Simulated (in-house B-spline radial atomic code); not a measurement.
**Sr: [Kr] 5s2**

Method: non-relativistic wB97X, spin-polarised, spherical fractional occupations, exact exchange averaged over the configuration, point nucleus. Calculated with a B-spline radial code for spherical atoms.

Z_r = [3n² - l(l+1)]/(2<r>); Z_e = n√(-2ε); the last column is Slater's effective charge. Values are occupation-weighted means over spin.

| shell | electrons | ε (eV) | <r> (bohr) | Z_r | Z_e | Slater |
| --- | --- | --- | --- | --- | --- | --- |
| 1s | 2 | -15660 | 0.04018 | 37.33 | 33.93 | 37.70 |
| 2s | 2 | -2104.9 | 0.1769 | 33.92 | 24.88 | 33.85 |
| 2p | 6 | -1916.8 | 0.1523 | 32.84 | 23.74 | 33.85 |
| 3s | 2 | -332.64 | 0.5026 | 26.86 | 14.83 | 26.75 |
| 3p | 6 | -263.52 | 0.5027 | 24.86 | 13.20 | 26.75 |
| 3d | 10 | -138.58 | 0.4963 | 21.16 | 9.57 | 16.85 |
| 4s | 2 | -45.495 | 1.389 | 17.28 | 7.31 | 10.25 |
| 4p | 6 | -27.461 | 1.578 | 14.58 | 5.68 | 10.25 |
| 5s | 2 | -5.4852 | 4.4 | 8.52 | 3.17 | 2.85 |

The least bound orbital is 5s at -5.485 eV, and it is also the most diffuse (<r> = 4.4 bohr).
